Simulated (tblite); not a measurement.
**Question.** Give a GFN2-xTB geometry of `c1(c(=O)c1Cl)[SiH3]`.

**Answer.** 
```
atom  x, y, z in Å
O1     2.2173   -1.7030    0.4716
C2     1.5684   -0.7388    0.2171
C3     0.2981   -0.0725    0.0213
Si4   -1.5743   -0.0662   -0.0216
C5     1.4498    0.6367   -0.1289
Cl6    2.0567    2.1580   -0.4943
H7    -2.0172   -0.4505    1.3160
H8    -2.0203    1.2813   -0.3683
H9    -1.9648   -1.0391   -1.0382
```

Any rigid rotation of these coordinates is as good. Atoms count from 1 in this order. The 3 C–C bonds span 1.361 Å (C3–C5, drawn aromatic) to 1.448 Å (C2–C3, drawn aromatic), a spread of 0.087 Å. Si4 (SiH3 silicon) is tetrahedral (angles from 106.3° to 112.4°). The 3-membered ring C2–C3–C5 has internal angles of 56.6° to 62.6°. The 6 heavy atoms lie in one plane (0.000 Å rms).

Bonds between heavy atoms (Å): O1=C2 1.190, C2–C3 1.448, C3–Si4 1.873, C3–C5 1.361, C5–Cl6 1.678, C2–C5 1.423.

The geometry is computed with GFN2-xTB (gas phase).

Point group: Cs (tolerance 0.08 Å). Its GFN2-xTB frequencies are all real (lowest 20 cm⁻¹). 2 starts were optimised and ended at 0.00 and 0.09 kcal/mol (GFN2-xTB); the lowest of these is shown.

The run took 0.27 s of wall time on Arm Neoverse N1, one thread, no GPU, shared host with 32 logical CPUs at a one-minute load of 25. This is the geometry optimisation.
